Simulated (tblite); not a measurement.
Record of a relaxation.

Species: C4H14GeN2.
SMILES with atom numbers: `[CH3:1][CH2:2][N:3]([CH3:4])[Ge@H:5]([CH3:6])[NH2:7]` (hydrogens: H8, H9, H10 on C1; H11, H12 on C2; H13, H14, H15 on C4; H16 on Ge5; H17, H18, H19 on C6; H20, H21 on N7)

Computed with GFN2-xTB (tblite), gas phase: L-BFGS steps from a force-field or distance-geometry start until the largest atomic force falls under 0.01 eV/Å. 6 of its 105 geometries are shown.

Step 0: E = -638.0442 eV, largest atomic force 2.176 eV/Å
```
atom  x, y, z in Å  |  force x, y, z in eV/Å
C1     -1.340   -1.659    0.098   -1.590  -1.485  -0.058
C2     -1.029   -0.596    1.111   -0.934  -0.272   1.889
N3     -0.577    0.644    0.592    0.594   0.415   0.278
C4     -1.542    1.428   -0.136   -0.046   0.810   0.265
Ge5     1.150    0.733    0.016    0.968   0.734   0.043
C6      1.440    0.011   -1.776    1.669  -0.376  -0.950
N7      2.353   -0.122    1.128   -0.104   0.080   0.809
H8     -0.608   -1.740   -0.711   -0.199  -0.007   0.355
H9     -1.432   -2.633    0.661    0.282   0.750  -0.794
H10    -2.381   -1.487   -0.321    1.286  -0.108   0.103
H11    -0.342   -1.001    1.918   -0.151   0.542  -1.047
H12    -1.990   -0.422    1.685    0.584   0.087  -0.341
H13    -2.376    1.736    0.549    0.559  -0.239  -0.542
H14    -1.010    2.344   -0.493   -0.537  -0.580   0.260
H15    -1.959    0.916   -1.008   -0.082  -0.025   0.013
H16     1.563    2.248   -0.098   -0.378  -0.287   0.192
H17     1.993    0.768   -2.409   -0.927  -0.723   0.464
H18     0.527   -0.338   -2.270    0.479   0.181  -0.010
H19     2.188   -0.833   -1.695   -1.021   0.604  -0.129
H20     3.342    0.199    1.037   -1.309  -0.328   0.422
H21     2.023   -0.178    2.122    0.856   0.230  -1.222
```

Step 21: E = -638.5883 eV, largest atomic force 0.173 eV/Å
```
atom  x, y, z in Å  |  force x, y, z in eV/Å
C1     -1.380   -1.661    0.135   -0.024  -0.034   0.003
C2     -1.025   -0.595    1.164    0.068   0.157   0.026
N3     -0.529    0.639    0.597    0.078   0.069  -0.068
C4     -1.532    1.406   -0.116    0.045  -0.027   0.055
Ge5     1.197    0.769   -0.040   -0.163   0.009   0.004
C6      1.549    0.008   -1.853   -0.020   0.027   0.030
N7      2.232   -0.149    1.149   -0.022  -0.004   0.042
H8     -0.570   -1.756   -0.582    0.073  -0.041  -0.020
H9     -1.517   -2.613    0.634   -0.106  -0.100  -0.022
H10    -2.288   -1.396   -0.398   -0.064  -0.052  -0.036
H11    -0.245   -0.986    1.821    0.002   0.028  -0.023
H12    -1.908   -0.361    1.774    0.034  -0.035   0.010
H13    -2.354    1.642    0.568    0.022   0.021  -0.076
H14    -1.072    2.336   -0.458   -0.104  -0.068   0.053
H15    -1.948    0.888   -0.992    0.045   0.025   0.084
H16     1.371    2.285    0.008    0.082   0.012  -0.078
H17     2.035    0.721   -2.513    0.054  -0.028   0.055
H18     0.608   -0.276   -2.316   -0.012  -0.004  -0.028
H19     2.166   -0.882   -1.764   -0.002   0.063  -0.013
H20     3.228   -0.003    1.065   -0.022  -0.039  -0.022
H21     1.975    0.001    2.115    0.036   0.021   0.026
```

Step 42: E = -638.6240 eV, largest atomic force 0.064 eV/Å
```
atom  x, y, z in Å  |  force x, y, z in eV/Å
C1     -1.389   -1.670    0.142    0.010  -0.009  -0.013
C2     -0.990   -0.594    1.153   -0.030  -0.050  -0.027
N3     -0.537    0.651    0.573   -0.017  -0.049   0.017
C4     -1.578    1.401   -0.095    0.010  -0.011   0.018
Ge5     1.181    0.783   -0.054   -0.029   0.011  -0.029
C6      1.584    0.019   -1.851    0.002   0.009   0.012
N7      2.165   -0.130    1.182    0.004   0.027  -0.013
H8     -0.544   -1.881   -0.510   -0.010  -0.023  -0.012
H9     -1.667   -2.583    0.665    0.010   0.011  -0.015
H10    -2.233   -1.351   -0.464    0.011   0.006   0.014
H11    -0.166   -0.983    1.757   -0.048   0.029   0.019
H12    -1.844   -0.387    1.811    0.031   0.034   0.017
H13    -2.405    1.578    0.599    0.001   0.005   0.020
H14    -1.172    2.364   -0.403    0.006   0.007  -0.010
H15    -1.983    0.899   -0.982    0.022   0.007  -0.005
H16     1.402    2.295   -0.069   -0.002  -0.005   0.012
H17     2.157    0.723   -2.446    0.007  -0.010  -0.015
H18     0.663   -0.200   -2.383    0.021   0.014  -0.010
H19     2.154   -0.901   -1.763   -0.016  -0.011   0.031
H20     3.156   -0.195    1.002    0.006   0.002  -0.022
H21     2.038    0.179    2.135    0.011   0.005   0.013
```

Step 62: E = -638.6325 eV, largest atomic force 0.032 eV/Å
```
atom  x, y, z in Å  |  force x, y, z in eV/Å
C1     -1.408   -1.692    0.136    0.009  -0.005  -0.001
C2     -1.010   -0.613    1.143   -0.001  -0.002  -0.001
N3     -0.552    0.630    0.566    0.009   0.000   0.013
C4     -1.593    1.404   -0.070    0.008  -0.003   0.004
Ge5     1.161    0.801   -0.060    0.000  -0.003   0.001
C6      1.614    0.016   -1.831   -0.010  -0.010  -0.008
N7      2.190   -0.079    1.159   -0.019   0.000   0.010
H8     -0.553   -1.943   -0.488    0.005   0.011  -0.024
H9     -1.729   -2.587    0.664   -0.001  -0.015   0.000
H10    -2.225   -1.358   -0.500    0.012   0.016   0.008
H11    -0.196   -0.998    1.762   -0.005   0.005  -0.005
H12    -1.867   -0.396    1.794    0.009   0.008   0.011
H13    -2.413    1.564    0.634   -0.012  -0.006  -0.004
H14    -1.186    2.375   -0.352    0.014   0.001  -0.008
H15    -2.000    0.931   -0.972   -0.022   0.002   0.002
H16     1.341    2.317   -0.074   -0.006   0.006  -0.007
H17     2.297    0.654   -2.384    0.018   0.006   0.008
H18     0.722   -0.119   -2.434   -0.019   0.003  -0.025
H19     2.083   -0.953   -1.692   -0.009  -0.022  -0.008
H20     3.155   -0.219    0.898    0.012   0.011   0.008
H21     2.162    0.281    2.101    0.006  -0.003   0.027
```

Step 83: E = -638.6418 eV, largest atomic force 0.038 eV/Å
```
atom  x, y, z in Å  |  force x, y, z in eV/Å
C1     -1.402   -1.681    0.109    0.009  -0.021   0.002
C2     -1.005   -0.634    1.149    0.016   0.009  -0.019
N3     -0.555    0.619    0.586   -0.011   0.033   0.003
C4     -1.605    1.393   -0.036   -0.010   0.018  -0.009
Ge5     1.148    0.791   -0.071    0.006   0.017   0.024
C6      1.612   -0.025   -1.825   -0.001  -0.004  -0.005
N7      2.205   -0.018    1.174    0.010   0.010   0.008
H8     -0.550   -1.886   -0.537   -0.008  -0.004  -0.028
H9     -1.702   -2.606    0.594   -0.009  -0.010   0.033
H10    -2.230   -1.328   -0.502    0.006  -0.015   0.006
H11    -0.184   -1.027    1.754    0.010  -0.015  -0.015
H12    -1.856   -0.436    1.814    0.016   0.014  -0.032
H13    -2.407    1.573    0.686    0.020   0.000  -0.012
H14    -1.191    2.353   -0.346   -0.015   0.016   0.015
H15    -2.042    0.915   -0.921    0.005  -0.009   0.021
H16     1.298    2.310   -0.157   -0.006  -0.009   0.016
H17     2.474    0.474   -2.260   -0.030  -0.017  -0.002
H18     0.782    0.065   -2.521    0.033  -0.007  -0.010
H19     1.851   -1.078   -1.705   -0.022   0.010   0.005
H20     3.173   -0.134    0.910    0.003  -0.006   0.003
H21     2.177    0.375    2.104   -0.023  -0.007  -0.005
```

Step 104: E = -638.6467 eV, largest atomic force 0.009 eV/Å
```
atom  x, y, z in Å  |  force x, y, z in eV/Å
C1     -1.394   -1.688    0.092   -0.004  -0.004   0.003
C2     -0.978   -0.639    1.124   -0.002  -0.003  -0.001
N3     -0.548    0.624    0.569    0.003   0.000   0.009
C4     -1.613    1.402   -0.022    0.005  -0.001   0.002
Ge5     1.154    0.810   -0.080   -0.002  -0.001  -0.002
C6      1.605   -0.043   -1.819    0.001   0.003  -0.004
N7      2.200    0.013    1.180    0.006  -0.004   0.006
H8     -0.568   -1.882   -0.589   -0.007   0.003   0.000
H9     -1.660   -2.616    0.593    0.000  -0.003   0.002
H10    -2.252   -1.352   -0.486    0.002   0.004   0.007
H11    -0.142   -1.034    1.706   -0.001   0.000  -0.008
H12    -1.816   -0.452    1.808    0.002   0.004  -0.001
H13    -2.396    1.578    0.721    0.000  -0.004   0.000
H14    -1.209    2.365   -0.335   -0.006   0.003  -0.003
H15    -2.071    0.924   -0.896    0.000   0.005  -0.002
H16     1.297    2.328   -0.174   -0.002  -0.003  -0.002
H17     2.544    0.339   -2.208    0.007   0.003   0.003
H18     0.831    0.153   -2.555    0.000  -0.001  -0.006
H19     1.698   -1.118   -1.694    0.007  -0.003   0.004
H20     3.178   -0.085    0.950   -0.004   0.004  -0.005
H21     2.129    0.390    2.115   -0.005   0.000  -0.002
```

Q: Summarise the path.

A: The energy falls by 0.6025 eV from step 0 to step 104; nine tenths of that is first reached at step 21. It falls at every step. The largest force goes from 2.176 to 0.009 eV/Å. Among the bonds C1–H10 changes most, from 1.135 to 1.088 Å; the atoms move by 0.334 Å rms after alignment.

Q: Follow the three bonds and two angles with the largest change from start to end.

A: 
```csv
step,E above end (eV),largest force (eV/Å),C1–H10 (Å),Ge5–H16 (Å),C6–H17 (Å),N3–Ge5–N7 (°),N7–Ge5–H16 (°)
0,0.6025,2.176,1.135,1.574,1.131,113.8,108.5
5,0.1476,0.278,1.085,1.517,1.083,110.0,112.0
9,0.1076,0.248,1.090,1.541,1.086,109.6,112.6
14,0.0847,0.132,1.088,1.523,1.086,107.9,113.6
18,0.0691,0.155,1.089,1.526,1.085,106.9,113.4
23,0.0499,0.161,1.086,1.529,1.086,104.9,115.2
27,0.0375,0.122,1.088,1.533,1.085,103.8,114.9
32,0.0296,0.082,1.087,1.525,1.086,102.5,115.1
36,0.0266,0.050,1.087,1.530,1.085,103.2,114.9
41,0.0233,0.067,1.088,1.528,1.086,103.6,115.3
45,0.0211,0.050,1.086,1.528,1.085,104.1,114.5
50,0.0187,0.062,1.089,1.525,1.085,104.4,114.4
54,0.0165,0.056,1.087,1.529,1.086,104.4,114.3
59,0.0151,0.044,1.088,1.528,1.086,104.5,114.6
63,0.0140,0.036,1.087,1.527,1.085,104.7,114.9
68,0.0126,0.039,1.088,1.528,1.086,104.9,115.3
72,0.0109,0.042,1.088,1.527,1.086,105.1,115.5
77,0.0088,0.061,1.087,1.527,1.087,104.8,115.3
81,0.0063,0.102,1.088,1.527,1.083,104.5,114.8
86,0.0034,0.038,1.088,1.528,1.086,104.8,114.7
90,0.0021,0.036,1.087,1.525,1.086,104.4,114.5
95,0.0011,0.032,1.088,1.527,1.086,104.2,114.6
99,0.0004,0.042,1.087,1.527,1.086,104.0,115.0
104,0.0000,0.009,1.088,1.528,1.085,104.1,115.0
```

What follows is the cost of the whole relaxation. Hardware: one thread of an Arm Neoverse N1, no GPU (shared host). Cost: 1.3 s wall.
